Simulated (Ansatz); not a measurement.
Consider the redistribution: `[BH2][SnH2][CH3]` + `NCC[CH2][AlH2]` → `[CH3][SnH2][CH2][AlH2]` + `BCCN`.

Isolated molecules relaxed with PBE0-D4/def2-TZVP in Ansatz; ΔE leaves out vibrations. CCSD(T)/CBS adds triple-zeta CCSD(T) − MP2 to the extrapolated MP2 energy (def2 sets, frozen cores). DFT in def2-TZVPP. B3LYP here is the variant with VWN-RPA as its local correlation; programs differ in this. Elements past krypton have def2 core potentials. For Sn outer-core shells are correlated without core-valence functions, which leaves a few kJ/mol of doubt a bond. One conformer a species, not always the lowest.

`[BH2][SnH2][CH3]`:

Cartesian coordinates in Å:
```
B 0.648 0.581 -1.896
Sn 0.329 -0.695 -0.074
C -0.801 0.268 1.476
H 0.159 1.668 -1.995
H 1.314 0.183 -2.804
H 1.837 -1.186 0.580
H -0.493 -2.134 -0.522
H -0.279 1.164 1.816
H -1.781 0.557 1.097
H -0.933 -0.406 2.322
```

`NCC[CH2][AlH2]`:

Cartesian coordinates in Å:
```
N 1.951 1.228 -0.187
C 0.943 0.303 0.252
C 0.219 -0.365 -0.903
C -0.900 -1.269 -0.381
Al -1.899 -0.174 0.911
H 1.550 1.981 -0.731
H 2.462 1.634 0.585
H 1.412 -0.459 0.882
H 0.169 0.791 0.913
H 0.952 -0.900 -1.515
H -0.206 0.419 -1.543
H -1.524 -1.626 -1.206
H -0.479 -2.159 0.099
H -2.118 -0.603 2.429
H -2.532 1.196 0.396
```

`[CH3][SnH2][CH2][AlH2]`:

Z-matrix (Å, degrees):
```
Sn
C 1 2.162
Al 1 3.249 2 35.1
C 1 2.138 2 110.6 3 -116.8
H 1 1.728 2 107.2 3 1.7
H 1 1.711 2 110.7 3 118.8
H 2 1.093 1 106.0 3 121.4
H 2 1.092 1 106.9 3 -122.1
H 3 1.589 1 112.7 2 110.4
H 3 1.590 1 109.6 2 -112.7
H 4 1.090 1 109.7 2 -62.9
H 4 1.090 1 109.5 2 56.8
H 4 1.090 1 110.4 2 176.8
```

`BCCN`:

Z-matrix (Å, degrees):
```
C
C 1 1.526
B 1 1.550 2 118.2
H 1 1.109 2 109.3 3 -115.7
H 1 1.098 2 111.3 3 131.0
N 2 1.453 1 116.8 3 173.8
H 2 1.095 1 109.2 3 -63.9
H 2 1.095 1 109.1 3 51.0
H 3 1.198 1 120.3 2 167.6
H 3 1.200 1 121.3 2 -15.5
H 6 1.013 2 110.4 1 -58.3
H 6 1.013 2 110.4 1 59.2
```

| level | ΔE (kJ/mol) | difference from CCSD(T)/CBS |
| --- | --- | --- |
| B3LYP-D4 | -66.9 | 5.2 |
| ωB97X-V | -65.4 | 6.7 |
| ωB97M-V | -68.2 | 3.9 |
| PBE | -62.9 | 9.2 |
| r2SCAN | -67.6 | 4.5 |
| MP2/def2-TZVPP | -74.0 | -1.9 |
| SCS-MP2/def2-TZVPP | -71.4 | 0.7 |
| CCSD/def2-TZVPP | -66.9 | 5.2 |
| MP2/def2-QZVPP | -76.8 | -4.7 |
| CCSD/CBS(def2) | -71.3 | 0.8 |
| CCSD(T)/CBS | -72.1 | 0 |

Largest T1 diagnostic among the species: 0.012.
